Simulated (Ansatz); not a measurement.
`O=C[SiH2]Cl` + `BN` → `BN[SiH2]Cl` + `C=O` at 500 K and 1 bar (ligand exchange at the Si–C bond).

Program: Ansatz. Geometries: PBE0-D4/def2-TZVP. ΔE: electronic, gas phase. CCSD(T)/CBS is the MP2 limit (def2-TZVPP, def2-QZVPP) plus CCSD(T) − MP2 in def2-TZVPP, frozen cores. This one scheme is used for every species. Each species was taken in one conformer, which may not be the lowest.

| species | CCSD(T)/CBS energy (Eh) | H − E (kJ/mol) | S (J/(mol·K)) |
| --- | --- | --- | --- |
| `O=C[SiH2]Cl` | -863.90082 | 132.2 | 371.6 |
| `BN` | -81.93499 | 148.8 | 257.4 |
| `BN[SiH2]Cl` | -831.46864 | 191.6 | 379.3 |
| `C=O` | -114.39408 | 87.9 | 238.5 |

H − E and S are ideal-gas, rigid-rotor, harmonic terms from PBE0-D4/def2-TZVP, for one conformer and one mirror image of each species. 1 Eh = 2625.50 kJ/mol, R = 8.31446 J/(mol·K).

Q: By hand: ΔE, ΔH, ΔS and ΔG.

A: ΔE = (-831.46864) + (-114.39408) − (-863.90082) − (-81.93499) = -0.02691 Eh = -70.7 kJ/mol. Δ(H − E) = 191.6 + 87.9 − 132.2 − 148.8 = -1.5, so ΔH = -72.2 kJ/mol. ΔS = 379.3 + 238.5 − 371.6 − 257.4 = -11.2 J/(mol·K). ΔG = -72.2 − 500 × (-11.2)/1000 = -66.6 kJ/mol.

Q: By hand: the equilibrium constant, and the temperature at which ΔG would vanish if ΔH and ΔS stayed fixed.

A: log₁₀ K = −ΔG/(RT ln 10) = 7.0. ΔG = 0 at ΔH/ΔS = 6446 K, far beyond where these terms or the molecules hold.

The number of gas molecules stays the same, so ΔS is small and ΔH decides. A doubt of 5 kJ/mol in ΔE shifts log₁₀ K by 0.5 here. Other conformers and mirror images would add mixing entropy, several J/(mol·K) or more a flexible species. Modes under 60 cm⁻¹, often nearly free rotors, make the harmonic entropy too high. These are equilibria of isolated gas molecules and say nothing of rates. Largest T1 diagnostic: 0.015 (customary marks: 0.02 for closed shells, 0.045 for open ones).
